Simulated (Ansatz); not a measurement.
A set of 12 reactions (atomization), with CCSD(T)/CBS values in kJ/mol:

```tsv
reaction	ΔE
`O/C(F)=N/[SiH3]` → C• + F• + 4 H• + N• + O• + Si•	3324.8
`[OH2+][Ga-]([F])([F])[F]` → 3 F• + Ga• + 2 H• + O•	2516.0
`C=C1N[SiH]1I` → 2 C• + 4 H• + I• + N• + Si•	3276.1
`FC1=CS[SiH2]1` → 2 C• + F• + 3 H• + S• + Si•	3003.3
`B[Si](Cl)(Cl)Cl` → B• + 3 Cl• + 2 H• + Si•	2244.6
`C[SiH]1[SiH2]O[SiH2]1` → C• + 8 H• + O• + 3 Si•	4509.3
`[SH][In][SH]`• → 2 H• + In• + 2 S•	1214.5
`FCCCl` → 2 C• + Cl• + F• + 4 H•	2918.7
`[SiH3]O[Si]S` → 4 H• + O• + S• + 2 Si•	2666.4
`BO[SiH](C)F` → B• + C• + F• + 6 H• + O• + Si•	4336.2
`CSC(N)F` → 2 C• + F• + 6 H• + N• + S•	3981.0
`BC1C[SiH2]1` → B• + 2 C• + 7 H• + Si•	3969.8
```

Calculated with Ansatz (gas phase, PBE0-D4/def2-TZVP geometries, no zero-point term in ΔE). CBS: MP2 limit from def2 TZ/QZ plus the TZ coupled-cluster correction, frozen cores. Small cases extrapolate CCSD(T) itself. DFT in def2-TZVPP. B3LYP here is the variant with VWN-RPA as its local correlation; programs differ in this. Open shells (•) are unrestricted, without spin–orbit coupling. Spin–orbit coupling would lower the free atoms: a little for B, C, Cl, F, O, S, Si; clearly for Ga; strongly for I, In. def2 core potentials past Kr. For Ga, I, In outer-core shells are correlated without core-valence functions, so the limit isn't a true one: a few kJ/mol of doubt a bond, and 10 to 20 or more in all where bonds break to atoms. Scalar relativity is left out up to krypton. One conformer a species, not always the lowest.

Task: Give the mean, mean absolute and largest difference (level minus CCSD(T)/CBS, kJ/mol) for: PBE-D4, r2SCAN-D4, ωB97X-V, PBE, r2SCAN, B3LYP, MP2/def2-TZVPP, SCS-MP2/def2-TZVPP, CCSD/def2-TZVPP, HF/def2-QZVPP, MP2/def2-QZVPP, SCS-MP2/def2-QZVPP, HF/CBS(def2), CCSD/CBS(def2). (Best estimate.)

Result: The calculation gave: 
```json
{"level": "PBE-D4", "mean": "56.3", "mean absolute": "58.8", "largest": "122.4"}
{"level": "r2SCAN-D4", "mean": "11.9", "mean absolute": "17.9", "largest": "39.2"}
{"level": "ωB97X-V", "mean": "13.2", "mean absolute": "17.9", "largest": "-28.5"}
{"level": "PBE", "mean": "36.5", "mean absolute": "49.3", "largest": "102.0"}
{"level": "r2SCAN", "mean": "7.2", "mean absolute": "15.6", "largest": "34.2"}
{"level": "B3LYP", "mean": "-44.8", "mean absolute": "44.8", "largest": "-93.7"}
{"level": "MP2/def2-TZVPP", "mean": "-26.0", "mean absolute": "36.5", "largest": "-96.5"}
{"level": "SCS-MP2/def2-TZVPP", "mean": "-49.2", "mean absolute": "49.2", "largest": "-84.9"}
{"level": "CCSD/def2-TZVPP", "mean": "-143.3", "mean absolute": "143.3", "largest": "-187.5"}
{"level": "HF/def2-QZVPP", "mean": "-873.2", "mean absolute": "873.2", "largest": "-1212.7"}
{"level": "MP2/def2-QZVPP", "mean": "28.3", "mean absolute": "34.9", "largest": "96.2"}
{"level": "SCS-MP2/def2-QZVPP", "mean": "11.1", "mean absolute": "15.2", "largest": "36.8"}
{"level": "HF/CBS(def2)", "mean": "-872.3", "mean absolute": "872.3", "largest": "-1211.9"}
{"level": "CCSD/CBS(def2)", "mean": "-53.2", "mean absolute": "53.2", "largest": "-71.8"}
```

The largest T1 diagnostic in the set is 0.018, for `[SH][In][SH]`• (customary mark 0.045).

CCSD(T)/CBS is a level of theory with its own doubt, and the functionals carry their triple-zeta basis error, so these figures describe this set and don't rank the functionals.
